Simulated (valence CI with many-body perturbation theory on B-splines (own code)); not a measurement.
## Valence orbitals of Re LXXI

Method: valence CI with perturbative core correlation (CI+MBPT): three valence electrons over a frozen Dirac-Fock core [He], a basis of 11 s, 11 p, 10 d, 8 f, 5 g, 2 h functions for each j, with the one-electron correlation potential Σ1 (screened to all orders), the two-electron term Σ2, the three-electron term Σ3, Breit, model QED; selected single and double excitations, second order for the rest, scaled by the run's own slope (own B-spline code, finite nucleus).

The last digits are not significant, and no measured levels were compared; by estimate large intervals hold to a few tenths of a per cent, small ones and those within an open d or f shell to about a per cent.

These are the spectroscopic orbitals of the CI (the correlating ones are not listed), shaped by the core and the other valence electrons. h is the expectation value of the core's Dirac-Fock operator, without the valence repulsion; Σ1 is computed up to l = 3 at one energy for each symmetry, that of its lowest orbital but kept below the first core excitation, so for empty shells it is not the orbital's own correlation shift; Breit and QED include the response of the core.

```tsv
Orbital	h (hartree)	Σ1 (cm⁻¹)	Breit (cm⁻¹)	QED (cm⁻¹)	⟨r⟩ (bohr)
2s1/2	-747.24	-1597	133717	166241	0.07273
3s1/2	-323.64	-408	37052	48183	0.1701
4s1/2	-178.81	-161	14625	19711	0.3103
5s1/2	-113.04	-79.9	7289	9898	0.4926
6s1/2	-77.813	-45.3	4143	5649	0.7172
7s1/2	-56.794	-28.1	2578	3523	0.9836
2p1/2	-739.84	-4573	269778	8785	0.05970
3p1/2	-321.59	-1063	71553	1706	0.1579
4p1/2	-177.97	-412	28132	646	0.2987
5p1/2	-112.62	-202	13959	315	0.4816
6p1/2	-77.576	-114	7918	177	0.7068
7p1/2	-56.646	-70.8	4921	110	0.9739
2p3/2	-680.37	-2658	86824	23817	0.06702
3p3/2	-303.89	-623	24386	6322	0.1684
4p3/2	-170.57	-243	12106	2568	0.3125
5p3/2	-108.86	-120	6103	1290	0.4989
6p3/2	-75.412	-68.1	3497	738	0.7276
7p3/2	-55.29	-42.4	2189	462	0.9980
3d3/2	-303.23	-292	2652	-247	0.1415
4d3/2	-170.29	-127	1464	-0.1	0.2861
5d3/2	-108.72	-65.7	713	20.8	0.4729
6d3/2	-75.33	-38.2	432	18.0	0.7021
7d3/2	-55.239	-24.1	279	13.5	0.9730
3d5/2	-298.32	-242	855	1991	0.1450
4d5/2	-168.2	-104	473	935	0.2904
5d5/2	-107.65	-53.9	221	498	0.4782
6d5/2	-74.713	-31.3	134	294	0.7083
7d5/2	-54.851	-19.8	86.6	187	0.9801
4f5/2	-168.16	-23.1	16.1	-251	0.2491
5f5/2	-107.63	-13.2	13.3	-121	0.4370
6f5/2	-74.701	-8.0	8.2	-67.3	0.6674
7f5/2	-54.844	-5.2	5.8	-41.4	0.9396
4f7/2	-167.16	-21.4	4.8	236	0.2514
5f7/2	-107.11	-12.1	4.0	129	0.4397
6f7/2	-74.402	-7.4	2.3	77.4	0.6704
7f7/2	-54.655	-4.8	1.6	49.8	0.9431
5g7/2	-107.11		0.1	-82.3	0.3836
6g7/2	-74.399		0.1	-47.5	0.6144
7g7/2	-54.653		0.1	-29.9	0.8873
5g9/2	-106.8		0.0	66.1	0.3854
6g9/2	-74.222		0.0	38.6	0.6164
7g9/2	-54.542		0.0	24.5	0.8895
6h9/2	-74.221				0.5460
6h11/2	-74.104				0.5474
```

Among the shells of the start configuration 2s2 2p1, Σ1 is largest in size for 2p1/2, where it is 0.0028 % of h.

Lowest root of each symmetry, sizes in configuration state functions:

```tsv
J	Parity	Roots	Reference	Variational	Second order	Change by selected CI (cm⁻¹)	Change by second order (cm⁻¹)
1/2	even	24	82	13391	7588	-15451	0
3/2	even	29	120	20900	17447	-8728	0
5/2	even	24	121	23449	33881	-11703	-1
7/2	even	10	89	18151	23905	-6369	-5
9/2	even	4	60	11352	12630	-11868	-3
1/2	odd	22	80	12938	9389	-13458	0
3/2	odd	30	122	20615	19172	-11551	0
5/2	odd	20	116	21558	25086	-15929	-1
7/2	odd	10	92	16963	24035	-11031	-3
9/2	odd	2	55	8007	14954	-6309	-3
```
